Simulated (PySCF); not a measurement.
C₄H₄, SMILES C12C3C1C23.

Geometry: PBE0-D3(BJ)/def2-SVP.

Computed with PySCF with SMD-ωB97X/6-31G*.

Solvation free energies are E(SMD) − E(gas) at the gas-phase geometry, for 1 M in both phases. In vacuum the dipole moment is 0.00 D.

Estimate the solvation free energies in water, chloroform, cyclohexanone. (An estimate is asked for; the answer gives what the named calculation found.)


```tsv
solvent	ΔG(solv) (kcal/mol)	its non-electrostatic (CDS) part	dipole (D)
water	-3.7	-0.2	0.00
chloroform	-7.9	-5.4	0.00
cyclohexanone	-7.2	-4.0	0.00
```
